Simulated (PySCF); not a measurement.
**A ladder of Hamiltonians for S¹²⁺ (sulfur, charge +12)**

Occupied: 1s1/2, 2s1/2. Hartree-Fock calculated with PySCF 2.14 in an uncontracted even-tempered set (20 s from 0.62 bohr⁻², ratio 2.3; 13 p from 0.74 bohr⁻², ratio 2.3), Gaussian nucleus throughout. NR is non-relativistic, sf-X2C the spin-free one-electron X2C Hamiltonian, X2C adds the bare one-electron spin-orbit term, X2C-SNSO screens it by Boettger's factors, DC is four-component Dirac-Coulomb, and the Gaunt and Breit terms are added at first order (total energies over the DC spinors, levels after relaxing the spinors in that mean field). QED terms are absent. Levels marked empty are virtual spinors of this ion.

```csv
level (eV),NR,sf-X2C,X2C,X2C-SNSO
1s1/2,-3058.4,-3067.5,-3067.5,-3067.5
2s1/2,-644.82,-647.26,-647.26,-647.26
2p1/2 (empty),-562.78,-563.41,-564.73,-564.57
2p3/2 (empty),-562.78,-563.41,-562.75,-562.83
3s1/2 (empty),-245.41,-246.12,-246.12,-246.12
```

Where do the four-component calculations put these levels?

1s1/2: DC -3068.2, DC+Gaunt -3066.7, DC+Breit -3066.7; 2s1/2: DC -647.32, DC+Gaunt -647.18, DC+Breit -647.20; 2p1/2 (empty): DC -564.60, DC+Gaunt -564.37, DC+Breit -564.40; 2p3/2 (empty): DC -562.84, DC+Gaunt -562.70, DC+Breit -562.74; 3s1/2 (empty): DC -246.13, DC+Gaunt -246.10, DC+Breit -246.10 (eV).

```csv
Hamiltonian,E (hartree),E − E(DC) (hartree),CPU seconds
NR,-295.6779,1.0230,0.28
sf-X2C,-296.6709,0.0300,0.16
X2C,-296.6709,0.0300,0.16
X2C-SNSO,-296.6709,0.0300,0.16
DC,-296.7009,0.0000,2.5
DC+Gaunt,-296.6394,0.0614,4.5
DC+Breit,-296.6405,0.0604,40
```

Weight of the small component: 1s1/2 0.00328, 2s1/2 0.000670, 2p1/2 0.000631, 2p3/2 0.000629, 3s1/2 0.000246.

Koopmans' value for the highest occupied level at DC+Breit: 647.20 eV, against an ionisation energy of 651.96 ± 0.12 eV (semi-empirical (NIST evaluation); NIST Atomic Spectra Database, ionization energies); the former lacks relaxation, correlation, QED and recoil.

The whole ladder took 49 s of wall time on 1 thread of Neoverse-V2 (shared host), launched as `OMP_NUM_THREADS=1 python relrun2.py TASK.json OUT` (a driver that calls PySCF for each Hamiltonian).
